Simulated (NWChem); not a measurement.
System: CHCl, singlet; SMILES [CH]Cl

```xyz
3

C      0.1500     1.2002     0.0000
Cl    -0.0133    -0.5192     0.0000
H     -0.9189     1.5249     0.0000
```
Atoms are numbered in this order, from 1.

Results from NWChem. Pople sets run with spherical d functions. Low-valent species are run as closed-shell singlets; no triplet was tried in these runs. Geometry: optimised at B3LYP/6-31G* (spherical d). GIAO values for the isolated, static molecule; σ is the absolute isotropic shielding, δ = σ(reference) − σ with the isolated reference molecule computed at the same levels (13C: tetramethylsilane, 1H: tetramethylsilane).

For level B3LYP/6-311G**:

```
Quantity      Value
-----------  ------
δ C1 (ppm)    941.6
σ Cl2 (ppm)  -620.9
δ H3 (ppm)    30.28
```

**Question.** Estimate the same quantities for level B3LYP/IGLO-III.

**Answer.** 
- δ C1 (ppm) = 919.8
- σ Cl2 (ppm) = -755.6
- δ H3 (ppm) = 28.44
